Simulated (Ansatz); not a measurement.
C$_{3}$H$_{7}$AlCl$_{2}$O, SMILES `CC(C)[O][Al]([Cl])[Cl]` from Hartree–Fock to CCSD(T)

```xyz
14

C    -0.434    1.304   -0.766
C     0.437    0.625    0.271
C    -0.341    0.238    1.513
O     1.077   -0.506   -0.284
Al    0.681   -1.979   -0.945
Cl    2.215   -3.214   -1.596
Cl   -1.285   -2.637   -1.148
H     0.152    1.555   -1.653
H    -1.258    0.649   -1.064
H    -0.862    2.227   -0.368
H     1.240    1.314    0.560
H    -0.768    1.122    1.993
H     0.310   -0.260    2.233
H    -1.162   -0.438    1.255
```

The species carries charge 0 and has multiplicity 1. The geometry is a stationary point of PBE0-D4/def2-TZVP. It is one conformer, not always the lowest. Frozen core, restricted reference, the Gaussian-basis code of Ansatz.

| basis | HF (Eh) | MP2 corr. | CCSD corr. | (T) | CCSD(T) total |
| --- | --- | --- | --- | --- | --- |
| def2-SVP | -1353.16479 | -0.93008 | -0.99952 | -0.02540 | -1354.18971 |
| def2-TZVPP | -1353.78626 | -1.20277 | – | – | – |
| def2-QZVPP | -1353.82795 | -1.30061 | – | – | – |
